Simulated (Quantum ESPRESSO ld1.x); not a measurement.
Results of a calculation; reference values are marked as such.
Species: Pt+. Configuration: [Xe] 4f14 5d9.

Level of theory: Dirac Kohn-Sham, rPW86 exchange with PBE correlation, spin-unpolarised, spherical densities, point nucleus; open shells are shared between the two j in proportion to 2j + 1 (ld1.x of Quantum ESPRESSO 7.5).

Energy parts (eV):
| part | energy |
|---|---|
| total | -502032 |
| kinetic | 574659 |
| electron-nucleus | -1261828 |
| Hartree | 194930 |
| exchange-correlation | -9794 |

Orbitals (lengths in bohr, moments of r in powers of bohr; r(max) is where P^2 peaks):
| orbital | occ. | eigenvalue (eV) | r(max) | <r> | <r^4> | <r^2> | small-component weight |
|---|---|---|---|---|---|---|---|
| 1s1/2 | 2 | -78345.377 | 0.011 | 0.01714 | 4.512e-07 | 0.0004057 | 8.76e-02 |
| 2s1/2 | 2 | -13756.936 | 0.061 | 0.07166 | 0.00006609 | 0.006139 | 2.00e-02 |
| 2p1/2 | 2 | -13181.468 | 0.046 | 0.05906 | 0.00003943 | 0.004355 | 2.01e-02 |
| 2p3/2 | 4 | -11451.524 | 0.052 | 0.06749 | 0.00006033 | 0.005546 | 1.79e-02 |
| 3s1/2 | 2 | -3238.147 | 0.173 | 0.1864 | 0.002408 | 0.03989 | 6.67e-03 |
| 3p1/2 | 2 | -2980.408 | 0.162 | 0.1767 | 0.002108 | 0.03644 | 6.61e-03 |
| 3p3/2 | 4 | -2600.066 | 0.175 | 0.1922 | 0.002884 | 0.04289 | 5.98e-03 |
| 3d3/2 | 4 | -2172.451 | 0.138 | 0.1676 | 0.001924 | 0.03298 | 5.86e-03 |
| 3d5/2 | 6 | -2090.568 | 0.141 | 0.1723 | 0.002115 | 0.03474 | 5.69e-03 |
| 4s1/2 | 2 | -703.123 | 0.390 | 0.4148 | 0.05463 | 0.1943 | 2.24e-03 |
| 4p1/2 | 2 | -593.740 | 0.390 | 0.4179 | 0.05869 | 0.1988 | 2.15e-03 |
| 4p3/2 | 4 | -503.412 | 0.419 | 0.4515 | 0.07965 | 0.2318 | 1.91e-03 |
| 4d3/2 | 4 | -324.684 | 0.413 | 0.4616 | 0.09685 | 0.2466 | 1.71e-03 |
| 4d5/2 | 6 | -307.894 | 0.423 | 0.4728 | 0.1064 | 0.2584 | 1.64e-03 |
| 4f5/2 | 6 | -80.028 | 0.384 | 0.5126 | 0.2158 | 0.3203 | 1.27e-03 |
| 4f7/2 | 8 | -76.581 | 0.387 | 0.5200 | 0.2293 | 0.3296 | 1.24e-03 |
| 5s1/2 | 2 | -109.790 | 0.869 | 0.9543 | 1.527 | 1.022 | 5.47e-04 |
| 5p1/2 | 2 | -75.090 | 0.926 | 1.037 | 2.243 | 1.216 | 4.63e-04 |
| 5p3/2 | 4 | -60.316 | 1.00 | 1.136 | 3.284 | 1.463 | 3.91e-04 |
| 5d3/2 | 3.6 | -15.216 | 1.24 | 1.612 | 18.49 | 3.100 | 2.01e-04 |
| 5d5/2 | 5.4 | -13.865 | 1.28 | 1.684 | 22.43 | 3.394 | 1.85e-04 |
| 6s1/2 | 0 | -13.119 | 2.31 | 2.702 | 105.9 | 8.260 | 6.69e-05 |
| 6p1/2 | 0 | -7.552 | 2.84 | 3.417 | 288.3 | 13.34 | 3.97e-05 |
| 6p3/2 | 0 | -6.578 | 3.15 | 3.764 | 419.3 | 16.15 | 3.28e-05 |

The highest occupied level is 5d5/2 at -13.865 eV. Summed over all electrons, <r^2> = 49.33 bohr^2, which gives a Langevin (diamagnetic) susceptibility term of -39.1 x 10^-6 cm^3/mol.
